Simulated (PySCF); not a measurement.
Input for PySCF: R-BP86/6-31G* on Cl2H2Si (SMILES Cl[SiH2]Cl), a point of a bond scan (R = 1.323 Å).

```python
from pyscf import gto, scf, dft, mp
from pyscf.data.elements import chemcore

mol = gto.M(
    atom='''
    Cl   -1.67606876    0.43374004   -0.00367205
    Si   -0.01146751   -0.76596349    0.02370896
    Cl    1.68829371    0.38281595   -0.02160291
    H    -0.01603747   -1.46368255    1.14778913
    H    -0.03073375   -1.61675610   -1.17493812
    ''',
    basis='6-31g*',
    cart=True,
    charge=0, spin=0, verbose=3, max_memory=1800)
mf = dft.RKS(mol, xc='b88,p86')
mf.conv_tol = 1e-8
mf.max_cycle = 100
mf.kernel()
if not mf.converged:
    mf = mf.newton().run(mf.mo_coeff, mf.mo_occ)
```

**Question.** Give the final energy of this run.

**Answer.** -1211.2295 hartree.
